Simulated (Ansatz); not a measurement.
A series at Sn: from `C#[C][SnH]([C]#C)[C]#C`, ligands are replaced one by one, each step taking up H₂ and setting free `C#C`; n counts the steps. Ansatz, PBE0-D4/def2-TZVP geometries.

| n | molecule | HOMO energy, ωB97M-V/def2-TZVPP (eV) |
| --- | --- | --- |
| 0 | `C#[C][SnH]([C]#C)[C]#C` | -10.55 |
| 1 | `C#[C][SnH2][C]#C` | ? |
| 2 | `C#[C][SnH3]` | -10.35 |
| 3 | `[SnH4]` | -11.38 |

By hand: fit a straight line y = ȳ + b (n − n̄) to the 3 given rows and predict n = 1.

n̄ = 1.667, ȳ = -10.760; Σ(n − n̄)(y − ȳ) = -1.040, Σ(n − n̄)² = 4.667, so b = -0.223 eV a step. Prediction: -10.760 + (-0.223) × (-0.667) = -10.61 eV.

By hand: compare with the computed value, -10.35 eV, and give the steps along the whole series.

The line misses by 0.26 eV (computed minus predicted). Steps: 0.20, 0.00, -1.03 eV.

The steps change sign along the series, so a line is a poor guide. The highest orbital can change its character along such a series. The miss is 25.2 % of the series' range.
